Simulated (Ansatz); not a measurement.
Two structures of SiH2SF2, closed shell, reached by relaxing down either side of one saddle point (PBE0-D4/def2-TZVP). Energies are electronic, without zero-point energy. Ansatz 0.2.0; basis: def2-TZVPP and def2-QZVPP; cores frozen in the correlated methods. Extrapolation: Hartree–Fock as exp(−7.88 √X), correlation as X^−2.97. First:

```
6
angstrom
Si -0.2711 0.3663 -0.1578
S 0.2503 -1.6552 0.1180
H 0.6686 1.1318 -0.9916
F -0.3930 1.1299 1.2248
F -1.7006 0.3580 -0.8363
H 1.4458 -1.3307 0.6430
```

Second:

| atom | x (Å) | y (Å) | z (Å) |
| --- | --- | --- | --- |
| Si1 | -0.9413 | 1.2192 | -0.3400 |
| S2 | 0.7926 | -0.9894 | -0.8443 |
| H3 | 1.8589 | -0.3174 | -0.3807 |
| F4 | -0.1438 | 1.4050 | 1.0596 |
| F5 | -2.0351 | 0.1199 | 0.1253 |
| H6 | 0.4687 | -1.4374 | 0.3800 |

**Question.** Which bonds change from the first to the second?

**Answer.** SiH₂SF₂ ([F][SiH]([F])[SH]) → SiF₂ + H₂S; bonds formed: S2–H3; bonds broken: Si1–S2, Si1–H3.

**Question.** Give the saddle point's structure and its height above each. (An estimate is asked for; the value comes from the calculation.)

**Answer.** By the calculation: 300.0 kJ/mol above the first and 112.2 kJ/mol above the second (CCSD(T) at an estimated basis limit (MP2 extrapolated from triple and quadruple zeta, plus CCSD(T) − MP2 in triple zeta)).
```xyz
6
angstrom
Si -0.4139 0.8174 -0.1885
S 0.5761 -1.4040 -0.2910
H 0.8687 0.1488 -0.9221
F -0.5359 1.0112 1.3895
F -1.8782 0.4714 -0.7101
H 1.3833 -1.0448 0.7223
```

T1 diagnostic: at most 0.016. The restricted Hartree–Fock reference is unstable towards an unrestricted one at one or more of these structures.

Losses and insertions of silylenes and their heavier kin drive the gas-phase chemistry of silicon and germanium vapour deposition.

Labels in which every atom is bracketed show which atoms are joined, not bond orders.

For scale, one of the runs: CCSD(T)/def2-TZVPP, 174 basis functions, launched by `ansatz run in.yaml --threads 2 --pin off --events-out ev --progress --plain --max-ram 4352MiB`. Hardware: 2 CPU threads of an Intel Xeon 6975P-C, shared host. Wall time 24 s; peak host memory 1.6 GiB.
